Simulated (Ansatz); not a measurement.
`N[SiH]([SiH3])[SeH]` + acetonitrile → `N#CC[SiH3]` + `N[SiH2][SeH]`  (formal exchange of groups at the Si–Si bond)

Isolated molecules relaxed with PBE0-D4/def2-TZVP in Ansatz; ΔE leaves out vibrations. CCSD(T)/CBS is the MP2 limit (def2-TZVPP, def2-QZVPP) plus CCSD(T) − MP2 in def2-TZVPP, frozen cores. This one scheme is used for every species. Functionals use def2-TZVPP. B3LYP here is the variant with VWN-RPA as its local correlation; programs differ in this. For Se outer-core shells are correlated without core-valence functions, which leaves a few kJ/mol of doubt a bond. Scalar relativity is left out up to krypton. Each species was taken in one conformer, which may not be the lowest.

`N[SiH]([SiH3])[SeH]`:

```xyz
11

N     0.560    1.157    1.325
Si    0.504   -0.210    0.298
Si   -1.588   -0.253   -0.749
Se    2.182    0.057   -1.241
H    -0.268    1.522    1.764
H     1.402    1.418    1.811
H     0.788   -1.529    0.936
H    -1.702   -1.495   -1.559
H    -1.731    0.927   -1.642
H    -2.702   -0.232    0.242
H     2.554   -1.361   -1.184
```

`CC#N`:

```xyz
6

C     0.284    0.336   -0.209
C    -0.561   -0.663    0.414
N    -1.232   -1.454    0.908
H    -0.021    0.492   -1.245
H     0.205    1.282    0.327
H     1.325    0.008   -0.194
```

`N#CC[SiH3]`:

```xyz
9

N    -2.619    0.153    0.698
C    -1.488   -0.055    0.746
C    -0.065   -0.298    0.758
Si    0.752    0.230   -0.875
H     0.124   -1.362    0.926
H     0.394    0.253    1.584
H     2.204   -0.058   -0.764
H     0.162   -0.546   -1.990
H     0.535    1.681   -1.084
```

`N[SiH2][SeH]`:

Z-matrix (Å, degrees):
```
Si
Se 1 2.293
N 1 1.711 2 117.9
H 1 1.482 2 101.7 3 -119.9
H 1 1.482 2 109.2 3 121.1
H 2 1.469 1 93.5 3 -67.4
H 3 1.008 1 119.2 2 85.2
H 3 1.008 1 120.2 2 -57.6
```

```json
{"level": "LDA (SPW92)", "ΔE (kJ/mol)": "10.8"}
{"level": "revPBE-D4", "ΔE (kJ/mol)": "13.4"}
{"level": "B97M-V", "ΔE (kJ/mol)": "10.6"}
{"level": "B3LYP-D4", "ΔE (kJ/mol)": "5.9"}
{"level": "ωB97X-V", "ΔE (kJ/mol)": "3.4"}
{"level": "r2SCAN", "ΔE (kJ/mol)": "5.1"}
{"level": "CCSD/def2-SVP", "ΔE (kJ/mol)": "0.0"}
{"level": "CCSD(T)/def2-SVP", "ΔE (kJ/mol)": "0.3"}
```

Q: What does CCSD(T)/CBS give? (Estimate.)

A: Computed: +2.1 kJ/mol. The listed levels differ from it by 8.7, 11.3, 8.5, 3.8, 1.3, 3.0, -2.1, -1.8 kJ/mol.

Largest T1 diagnostic among the species: 0.013.

The D4 term adds +4.6 kJ/mol with B3LYP and +2.7 kJ/mol with PBE0; it sums over pairs of atoms, weighted by their polarisabilities, and B3LYP, whose exchange is more repulsive, gets the larger term. From BLYP to BHLYP (50 % exact exchange), in def2-TZVPP and without D4, ΔE moves by −4.7 kJ/mol.
